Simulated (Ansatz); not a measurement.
Consider the ligand exchange at a Te–C bond: `N=CC[TeH]` + `N[AsH2]` → `N[AsH][TeH]` + `CC=N`.

Gas-phase electronic energies from Ansatz, PBE0-D4/def2-TZVP geometries. CCSD(T)/CBS is the MP2 limit (def2-TZVPP, def2-QZVPP) plus CCSD(T) − MP2 in def2-TZVPP, frozen cores. Functionals use def2-TZVPP. B3LYP here is the variant with VWN-RPA as its local correlation; programs differ in this. HSE06 is defined as in plane-wave codes. def2 core potentials past Kr. For As, Te outer-core shells are correlated without core-valence functions, which leaves a few kJ/mol of doubt a bond. Scalar relativity is left out up to krypton. One conformer a species, not always the lowest.

`N=CC[TeH]`:

Z-matrix (Å, degrees):
```
C
C 1 1.481
Te 1 2.164 2 110.2
H 1 1.089 2 110.9 3 -118.1
H 1 1.089 2 112.8 3 117.6
N 2 1.265 1 120.8 3 109.7
H 2 1.098 1 115.6 3 -69.2
H 3 1.658 1 93.8 2 96.1
H 6 1.019 2 111.0 1 -179.0
```

`N[AsH2]`:

Cartesian coordinates in Å:
```
N 0.493 -0.237 0.786
As -0.846 0.613 -0.173
H 1.087 -0.844 0.237
H 1.070 0.440 1.264
H -1.593 -0.662 -0.544
H -0.211 0.689 -1.570
```

`N[AsH][TeH]`:

```xyz
7

N    -1.312   -0.350   -0.450
As   -0.472    1.053    0.396
Te    1.664    0.070    1.539
H    -1.869   -0.892    0.198
H    -0.701   -0.976   -0.958
H     0.301    1.479   -0.842
H     2.389   -0.384    0.117
```

`CC=N`:

Z-matrix (Å, degrees):
```
C
C 1 1.493
H 1 1.092 2 111.6
H 1 1.094 2 110.3 3 -121.2
H 1 1.094 2 110.3 3 121.2
N 2 1.263 1 127.9 3 0.0
H 2 1.095 1 115.5 3 -180.0
H 6 1.023 2 110.6 1 0.0
```

| level | ΔE (kJ/mol) | difference from CCSD(T)/CBS |
| --- | --- | --- |
| LDA (SPW92) | -103.6 | -8.1 |
| BLYP-D4 | -104.5 | -9.0 |
| HSE06-D4 | -105.3 | -9.8 |
| BHLYP-D4 | -104.3 | -8.8 |
| CAM-B3LYP-D4 | -98.7 | -3.2 |
| PBE-QIDH | -99.2 | -3.7 |
| BLYP | -106.2 | -10.7 |
| r2SCAN | -105.8 | -10.3 |
| B3LYP | -104.8 | -9.3 |
| BHLYP | -102.8 | -7.3 |
| CAM-B3LYP | -98.9 | -3.4 |
| HF/def2-SVP | -103.8 | -8.3 |
| MP2/def2-SVP | -97.7 | -2.2 |
| CCSD/def2-SVP | -97.0 | -1.5 |
| MP2/def2-TZVPP | -91.6 | 3.9 |
| HF/CBS(def2) | -100.0 | -4.5 |
| CCSD(T)/CBS | -95.5 | 0 |

Task: What do rigid-rotor, harmonic-oscillator terms from PBE0-D4/def2-TZVP frequencies (298.15 K, 1 bar) make of the CCSD(T)/CBS value? (Estimate.)

Result: Ansatz gave: ΔZPE = +7.2 kJ/mol, ΔH = -88.0 kJ/mol, ΔS = -3 J/(mol·K), ΔG = -87.1 kJ/mol.

Largest T1 diagnostic among the species: 0.012.

In def2-TZVPP, CCSD(T) changes the Hartree–Fock value by +10.5 kJ/mol (the triples alone add +0.0 kJ/mol) and MP2 by +8.7 kJ/mol. From BLYP to BHLYP (50 % exact exchange), in def2-TZVPP and without D4, ΔE moves by +3.4 kJ/mol.

CCSD(T)/CBS has its own doubt, a few kJ/mol and more with outer-core shells, so smaller differences from it don't rank the levels.
